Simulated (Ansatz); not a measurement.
Pb2Se3, relaxed as a singlet with RKS PBE-D4/def2-SVP in Ansatz, starting from the GFN1-xTB geometry. Force threshold 0.02 eV/Å.

In the def2 sets Pb takes a core potential; there is no spin–orbit coupling. The structure comes from a short search, and lower isomers may exist.

Start:

```tsv
atom	x (Å)	y (Å)	z (Å)
Pb1	-2.129	-0.981	0.727
Pb2	2.402	0.098	0.477
Se3	0.337	-1.083	1.471
Se4	2.202	1.491	-1.540
Se5	-2.812	0.475	-1.134
```

Question: Estimate the energy that the relaxation releases and the steps that it takes.

Answer: 61.2 kcal/mol, in 13 steps; 22 s on 4 threads of Arm Neoverse V1 on a shared host. No frequencies were taken in this run, so the end may be a saddle point.

Question: Does the start keep its bonding and symmetry?

Answer: Bonds formed: Se4–Se5 (atoms count from 1). The end is the same structure that another start reached. Point group C2 at the start, C2v at the end, both within 0.05 Å.

Question: Predict the relaxed structure.

Answer: 
Cartesian coordinates in Å:
```
Pb -2.028 -0.889 0.683
Pb 2.278 0.084 0.411
Se 0.398 -1.277 1.737
Se 0.821 1.301 -1.487
Se -1.469 0.780 -1.343
```
Bond lengths (bridged metal pairs left out): 4 × Pb–Se 2.67 to 2.68 Å; 1 × Se–Se 2.35 Å.
